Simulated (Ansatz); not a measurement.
`[F][Sn]([SH])([Cl])[Cl]` → 2 Cl• + F• + H• + S• + Sn•  (atomization)

Calculated with Ansatz (gas phase, PBE0-D4/def2-TZVP geometries, no zero-point term in ΔE). CBS: MP2 limit from def2 TZ/QZ plus the TZ coupled-cluster correction, frozen cores. This one scheme is used for every species, atoms too. For atomizations the MP2-based limit and the directly extrapolated one differ by several kJ/mol either way, and by 10 to 25 for some Ge, Se and Sn compounds, so smaller differences from it don't rank the levels. Functionals use def2-TZVPP. No spin–orbit coupling; open shells (•) take unrestricted orbitals. Spin–orbit coupling would lower the free atoms: a little for Cl, F, S; strongly for Sn. def2 core potentials past Kr. Bonds to Sn are less sure, by a few kJ/mol each and by 10 to 20 or more in all where they break to atoms, as the def2 sets lack core-valence functions. One conformer a species, not always the lowest.

`[F][Sn]([SH])([Cl])[Cl]`:

```xyz
6

F    -0.803    0.729    1.745
Sn    0.252    0.293    0.225
S    -1.113   -0.275   -1.611
Cl    1.498    2.154   -0.237
Cl    1.581   -1.434    0.940
H    -1.415   -1.467   -1.062
```

CCSD(T)/CBS gives +1752.0 kJ/mol.

Question: Another level gave +1781.2 kJ/mol. Which?
A. CCSD(T)/def2-TZVPP
B. r2SCAN/def2-TZVPP
C. CCSD/def2-TZVPP
D. B97M-V/def2-TZVPP

Answer: D. B97M-V 1781.2, CCSD/def2-TZVPP 1611.1, r2SCAN 1737.5, CCSD(T)/def2-TZVPP 1660.7 kJ/mol.

Largest T1 diagnostic among the species: 0.012.

In def2-TZVPP, CCSD(T) changes the Hartree–Fock value by +503.7 kJ/mol (the triples alone add +49.7 kJ/mol) and MP2 by +568.4 kJ/mol; breaking electron pairs costs correlation energy, which Hartree–Fock lacks. The D4 term adds +36.2 kJ/mol with B3LYP and +19.2 kJ/mol with PBE0; it sums over pairs of atoms, weighted by their polarisabilities, and B3LYP, whose exchange is more repulsive, gets the larger term.

B3LYP here is the variant with VWN-RPA as its local correlation; programs differ in this.
